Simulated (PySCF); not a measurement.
Compound: C3H10N2Si2.
Numbering: `[CH2:1]=[CH:2][CH2:3][N:4]1[SiH2:5][NH:6][SiH2:7]1`

Structure used (GFN2-xTB), in Å, numbered top down from 1:
```
atom  x, y, z in Å
C1     2.8420    0.1352   -0.3917
C2     1.7543    0.5357    0.2386
C3     0.5365    1.0996   -0.4313
N4    -0.6270    0.3033   -0.1578
Si5   -1.7373    0.3211    1.1852
N6    -2.2929   -1.1629    0.4675
Si7   -1.1232   -1.2336   -0.8181
H8     3.6832   -0.2927    0.1276
H9     2.9417    0.2298   -1.4612
H10    1.6608    0.4271    1.3112
H11    0.3605    2.1180   -0.0622
H12    0.7000    1.1482   -1.5138
H13   -2.6678    1.4462    1.1249
H14   -1.1571    0.1437    2.5161
H15   -3.0516   -1.7715    0.7082
H16   -0.1642   -2.3280   -0.6842
H17   -1.6649   -1.1072   -2.1691
```

Probes without a nucleus sit at each ring's centroid and 1 Å off its mean plane on both sides; NICS is minus the shielding there, NICSzz its component along the normal. Level: GIAO PBE0/pcSseg-1 (PySCF, non-relativistic, gas phase) on the GFN2-xTB geometry, one conformer.

Ring bond lengths (Å), with Mayer bond orders in brackets: N4–Si5 1.743 (0.92), Si5–N6 1.740 (0.97), N6–Si7 1.740 (0.96), Si7–N4 1.745 (0.91).

Problem. Give the NICS values of each ring in ppm.

Solution. 
```json
{"ring": "N4–Si5–N6–Si7", "type": "4-membered ring with 2 N and 2 Si; formal bonds all single", "NICS(0)": "-7.8", "NICS(1), two faces": "-1.6 / -1.3", "NICS(1)zz, two faces": "0.0 / 0.1", "rms pucker (Å)": "0.02", "centre to ring atoms, mean (Å)": "1.23"}
```

Problem. What do they say, and how far can they be read as aromaticity?

Solution. 
- N4–Si5–N6–Si7: mean NICS(1)zz 0.0 ppm, near zero. Si5, Si7 have four or more neighbours; no verdict on aromaticity is drawn. NICS(0) lies 6 ppm below the mean NICS(1).

Problem. At the second NICS(1) probe listed for ring N4–Si5–N6–Si7, 1 Å off the ring, how large is the induced field along the normal in 14.1 T applied along it?

Solution. NICSzz × B0 = 0.1 ppm × 14.1 T = 1 μT, along the applied field.

Problem. List the ring angles and the Hirshfeld charges of the ring atoms.

Solution. 
- N4–Si5–N6–Si7: N4 96.9° (-0.266 e), Si5 82.9° (+0.407 e), N6 97.2° (-0.348 e), Si7 82.9° (+0.405 e); sum 359.8° against 360° for a flat convex ring.

The run took 54 s of wall time on one thread of an Arm Neoverse N1, on a shared host, and the process peaked at 0.83 GiB of memory. This is the whole shielding run at PBE0/pcSseg-1, SCF included.
